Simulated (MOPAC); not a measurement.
MOPAC input (PM7):

```
PM7 FORCE THERMO(298,298) PRECISE LET CHARGE=1 GEO-OK AUX(PRECISION=9) THREADS=1
CH4NO

N    -1.09364054 1    0.16155512 1   -0.13408265 1
C     0.47238745 1    0.36609253 1    0.00763749 1
O     1.05782241 1   -0.63935848 1    0.16036040 1
H    -1.39222961 1   -0.73585934 1    0.29722991 1
H    -1.63448508 1    0.93975554 1    0.27867399 1
H     0.74195190 1    1.42393287 1   -0.06888136 1
H    -1.35731237 1    0.10788437 1   -1.13828142 1
```

Output:

```
 *******************************************************************************
 **                                                                           **
 **                              MOPAC v23.2.5                                **
 **                                                                           **
 *******************************************************************************
 ** MOPAC's Digital Object Identifier: https://doi.org/10.5281/zenodo.6511958 **
 **                                                                           **
 ** Please cite the open-source release paper for use of this MOPAC version:  **
 ** J. E. Moussa and J. J. P. Stewart (2026)                                  **
 ** MOPAC: An open-source semiempirical molecular orbital program             **
 ** J. Open Source Softw., 11(119), 8025, https://doi.org/10.21105/joss.08025 **
 *******************************************************************************

                              PM7 CALCULATION RESULTS

 *******************************************************************************
 *  PM7        - The PM7 Hamiltonian to be used
 *  GEO-OK     - OVERRIDE INTERATOMIC DISTANCE AND OTHER SAFETY CHECKS
 *
 *
 *
 *                 CHARGE ON SYSTEM = +1
 *
 *
 *
 *  LET        - OVERRIDE SOME SAFETY CHECKS
 *  PRECISE    - TIGHTER CRITERIA TO BE USED
 *  FORCE      - FORCE CALCULATION SPECIFIED
 *  AUX        - OUTPUT AUXILIARY INFORMATION
 *  THERMO     - THERMODYNAMIC QUANTITIES TO BE CALCULATED
 *******************************************************************************
PM7 FORCE THERMO(298,298) PRECISE LET CHARGE=1 GEO-OK AUX(PRECISION=9) THREADS=1
 CH4NO

   ATOM   CHEMICAL          X               Y               Z
  NUMBER   SYMBOL      (ANGSTROMS)     (ANGSTROMS)     (ANGSTROMS)

     1       N         -1.09364054  *   0.16155512  *  -0.13408265  *
     2       C          0.47238745  *   0.36609253  *   0.00763749  *
     3       O          1.05782241  *  -0.63935848  *   0.16036040  *
     4       H         -1.39222961  *  -0.73585934  *   0.29722991  *
     5       H         -1.63448508  *   0.93975554  *   0.27867399  *
     6       H          0.74195190  *   1.42393287  *  -0.06888136  *
     7       H         -1.35731237  *   0.10788437  *  -1.13828142  *

          CARTESIAN COORDINATES

    NO.       ATOM           X           Y           Z

     1         N         -1.0936      0.1616     -0.1341
     2         C          0.4724      0.3661      0.0076
     3         O          1.0578     -0.6394      0.1604
     4         H         -1.3922     -0.7359      0.2972
     5         H         -1.6345      0.9398      0.2787
     6         H          0.7420      1.4239     -0.0689
     7         H         -1.3573      0.1079     -1.1383

 General Reference for PM7:
 "Optimization of Parameters for Semiempirical Methods VI: More Modifications to the
 NDDO Approximations and Re-optimization of Parameters", J. J. P. Stewart, J. Mol. Mod., 1:32, 19 (2013)
[...]
 REDUCED MASS        0.4870         N 1 -- C 2          +3.2% ( 15.5%)     51.9%
 EFFECTIVE MASS      1.6332
 FORCE CONSTANT      0.7153

 VIBRATION         11   11A          ATOM PAIR     ENERGY CONTRIBUTION    RADIAL
 FREQUENCY          1920.20         C 2 -- O 3         +59.8% ( 98.3%)     99.9%
 TRANSITION DIPOLE   2.8316         N 1 -- C 2         +20.1% ( 56.9%)      9.1%
 TRAVEL (Ang.)       0.0768         C 2 -- H 6         +19.8% ( 56.6%)     26.3%
 REDUCED MASS        5.9531         N 1 -- H 4          +0.2% (  5.0%)     16.3%
 EFFECTIVE MASS     13.1265
 FORCE CONSTANT     12.9328

 VIBRATION         12   12A          ATOM PAIR     ENERGY CONTRIBUTION    RADIAL
 FREQUENCY          2589.85         C 2 -- H 6         +70.0% ( 86.6%)     99.8%
 TRANSITION DIPOLE   0.6202         N 1 -- H 4         +14.9% ( 40.0%)     98.6%
 TRAVEL (Ang.)       0.2165         N 1 -- H 7          +6.9% ( 27.2%)     93.0%
 REDUCED MASS        0.5555         C 2 -- O 3          +2.9% ( 17.5%)     78.2%
 EFFECTIVE MASS      1.7123
 FORCE CONSTANT      2.1951

 VIBRATION         13   13A          ATOM PAIR     ENERGY CONTRIBUTION    RADIAL
 FREQUENCY          2599.45         N 1 -- H 7         +48.8% ( 71.9%)     99.0%
 TRANSITION DIPOLE   1.4078         N 1 -- H 4         +26.0% ( 52.4%)     93.5%
 TRAVEL (Ang.)       0.2721         C 2 -- H 6         +14.1% ( 38.7%)     99.8%
 REDUCED MASS        0.3505         N 1 -- H 5          +9.4% ( 31.5%)     77.8%
 EFFECTIVE MASS      1.5069
 FORCE CONSTANT      1.3954

 VIBRATION         14   14A          ATOM PAIR     ENERGY CONTRIBUTION    RADIAL
 FREQUENCY          2621.57         N 1 -- H 5         +47.0% ( 70.3%)     98.7%
 TRANSITION DIPOLE   1.5475         N 1 -- H 4         +33.9% ( 59.7%)     95.8%
 TRAVEL (Ang.)       0.2631         N 1 -- H 7          +9.4% ( 31.5%)     75.9%
 REDUCED MASS        0.3716         C 2 -- H 6          +8.4% ( 29.6%)     99.9%
 EFFECTIVE MASS      1.5105
 FORCE CONSTANT      1.5046

 VIBRATION         15   15A          ATOM PAIR     ENERGY CONTRIBUTION    RADIAL
 FREQUENCY          2698.99         N 1 -- H 5         +41.5% ( 62.0%)     98.5%
 TRANSITION DIPOLE   0.9727         N 1 -- H 7         +34.2% ( 56.2%)     97.7%
 TRAVEL (Ang.)       0.2720         N 1 -- H 4         +23.3% ( 46.4%)     95.2%
 REDUCED MASS        0.3378         C 2 -- H 6          +0.6% (  7.5%)     75.9%
 EFFECTIVE MASS      1.1241
 FORCE CONSTANT      1.4497

      SYMMETRY NUMBER FOR POINT-GROUP C1  =  1

          SYSTEM IS A GROUND STATE

 CH4NO

          MOLECULE IS NOT LINEAR

          THERE ARE 15 GENUINE VIBRATIONS IN THIS SYSTEM
          THIS THERMODYNAMICS CALCULATION IS LIMITED TO
          MOLECULES WHICH HAVE NO INTERNAL ROTATIONS

                    CALCULATED THERMODYNAMIC PROPERTIES
                                          *
   TEMP. (K)   PARTITION FUNCTION   H.O.F.    ENTHALPY  HEAT CAPACITY ENTROPY
                                   KCAL/MOL   CAL/MOLE    CAL/K/MOL  CAL/K/MOL

 298.00  VIB.     0.1901D+01                   653.7177     5.4516     3.4697
         ROT.     0.1287D+05                   888.2803     2.9808    21.7854
         INT.     0.2446D+05                  1541.9980     8.4324    25.2551
         TRA.     0.3021D+27                  1480.4672     4.9680    37.4042
         TOT.                      134.293    3022.4652    13.4004    62.6594

   *: NOTE: HEATS OF FORMATION ARE RELATIVE TO THE
            ELEMENTS IN THEIR STANDARD STATE AT 298K
              (=  Standard Enthalpy of Formation).

            Hvib:  Zero-point energy is not included.
                   frequencies of less than zero cm-1 are not included.
            Hrot = (3/2)RT
            Htra = (3/2)RT + pV = (5/2)RT

            Heat capacity is Cp, not Cv

          For more information, see: HTTP://OpenMOPAC.net/Manual/thermochemistry.html

           FORCE CONSTANT IN CARTESIAN COORDINATES (Millidynes/A)

    ATOM   CHEMICAL       X               Y               Z
   NUMBER   SYMBOL  FORCE CONSTANT  FORCE CONSTANT  FORCE CONSTANT

      1       N        5.730337        7.207023        6.284733
      2       C        4.338208       16.426084        2.553785
      3       O        3.454337       13.574679        0.340230
      4       H        1.350374        3.042982        1.255292
      5       H        1.344757        2.642333        1.657425
      6       H        1.133116        3.321273        0.335516
      7       H        1.247831        0.820168        3.502353

 **********************
 *                    *
 * JOB ENDED NORMALLY *
 *                    *
 **********************

 == MOPAC DONE ==
```

The dipole moment of an ion depends on the origin.
